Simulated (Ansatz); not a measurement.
A nudged elastic band was laid between two geometries of CH4BFSi (8 atoms, charge 0, multiplicity 1).

Computed with RKS PBE-D4/def2-SVP (Ansatz 0.2.0).

```yaml
movable_images: 7
climbing_image: yes
spring: 5.0 eV/Å²
optimiser: quadratic models (default)
start_path: through a guess of the saddle point
force_threshold: 0.05 eV/Å
iteration_limit: 60
end_points: relaxed
```

Image 0:

```xyz
8
Properties=species:S:1:pos:R:3
F -0.931 1.776 0.565
B -0.210 1.356 -0.495
C 0.329 -0.080 -0.556
Si 0.058 -1.244 0.702
H -0.022 2.180 -1.378
H 0.917 -0.400 -1.433
H -0.721 -0.938 1.940
H 0.579 -2.649 0.656
```

Image 8:

```xyz
8
Properties=species:S:1:pos:R:3
F -0.074 2.267 -1.346
B -0.244 1.318 -0.407
C 0.346 -0.083 -0.586
Si 0.070 -1.239 0.675
H -0.890 1.641 0.582
H 0.929 -0.360 -1.482
H -0.713 -0.893 1.901
H 0.575 -2.650 0.662
```

What changes between the two ends?

No bond is made or broken. The dihedral F1–B2–C3–Si4 goes from 0 to -180°.

Give the energies along the band, and the barrier.

The run converged. The highest image is number 4 of 0 to 8, 34.6 kJ/mol above the first end and 39.8 kJ/mol above the last; the last end lies 5.2 kJ/mol below the first. A vibrational analysis at the climbing image gives one clearly imaginary mode, 258i cm⁻¹: a first-order saddle point.

```tsv
image	path coordinate (Å)	energy (kJ/mol)	dihedral F1–B2–C3–Si4 (°)
0	0.00	0.0	0
1	0.55	2.6	25
2	1.10	11.9	48
3	1.65	26.3	70
4	2.20	34.6	92
5	2.74	26.4	113
6	3.28	10.9	134
7	3.83	-1.1	156
8	4.37	-5.2	-180
```

What is the geometry of the highest image?


```xyz
8
Properties=species:S:1:pos:R:3:forces:R:3
F 0.259 2.396 0.253 0.01 0.02 0.01
B -0.225 1.383 -0.476 0.00 -0.02 -0.02
C 0.417 -0.024 -0.395 -0.01 0.02 0.00
Si -0.035 -1.324 0.644 0.00 -0.02 0.01
H -1.174 1.666 -1.196 0.00 0.00 0.00
H 1.258 -0.235 -1.083 0.00 0.00 0.00
H -1.160 -1.214 1.624 0.00 0.00 0.00
H 0.660 -2.648 0.630 0.00 0.00 0.00
```

What are the harmonic wavenumbers there?

258i, 139, 233, 446, 495, 574, 647, 761, 868, 919, 961, 1080, 1165, 1328, 2201, 2228, 2517, 3080 cm⁻¹.

The band took 8 iterations and about 100 core-seconds.

The run took 96 s on 1 thread of Arm Neoverse V2 (shared host), peak memory 0.14 GiB.
